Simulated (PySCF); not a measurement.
**Radial density of Rb³³⁺ (rubidium, charge +33)**

UHF, [He] 2s2, closed-shell 1S. All numbers are calculated (PySCF 2.14, the spin-free X2C one-electron Hamiltonian (Gaussian nucleus), in an even-tempered Gaussian basis (19 s from 12 bohr⁻², ratio 2.2; 8 p from 18 bohr⁻², ratio 2.4; 5 d from 55 bohr⁻², ratio 2.4; 5 f from 82 bohr⁻², ratio 2.4; 4 g from 120 bohr⁻², ratio 2.4)).

| r (bohr) | 4πr²ρ (e/bohr) |
| --- | --- |
| 0.0330 | 40.09 |
| 0.0555 | 19.65 |
| 0.0934 | 10.58 |
| 0.157 | 13.34 |
| 0.264 | 3.273 |
| 0.445 | 0.05222 |
| 0.748 | 1.162e-05 |

Densities and radii are taken from the X2C orbitals without a picture-change correction, which distorts them close to the nucleus.
